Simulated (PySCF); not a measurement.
C3H6ClFSi, SMILES C/C(Cl)=C/[SiH2]F.

Coordinates come from a B3LYP-D3(BJ)/def2-SVP optimisation. The structure was generated by enumeration; whether it is a known compound was not checked. Other conformers were not sampled.

Two levels are set side by side: PBE/def2-TZVP (PySCF) and CAM-B3LYP/def2-TZVP (PySCF). Same geometry, gas phase. Differences are taken from unrounded values.

```
quantity                       PBE
---------------------------  -----
orbital gap (eV)              4.71
highest occupied level (eV)  -6.52
lowest empty level (eV)      -1.81
dipole moment (D)             2.45
mean polarisability (bohr³)   76.2
```

Question: These are the PBE values. What does CAM-B3LYP give? (An estimate is asked for; the answer gives what the named calculation found.)

Answer: 
```csv
quantity,CAM-B3LYP,PBE minus CAM-B3LYP
orbital gap (eV),9.23,-4.52
highest occupied level (eV),-8.97,2.45
lowest empty level (eV),0.26,-2.07
dipole moment (D),2.44,0.01
mean polarisability (bohr³),72.7,3.4
```

PBE's occupied levels lie high since its potential decays too fast outside the molecule; exact exchange lowers them and widens the gap. PBE's more diffuse valence density responds more strongly to a field. Differences between two approximate levels are no errors against the true value.

Rough cost on one machine, each run with all the roots and properties that it gave: CAM-B3LYP against PBE within a factor of 2.
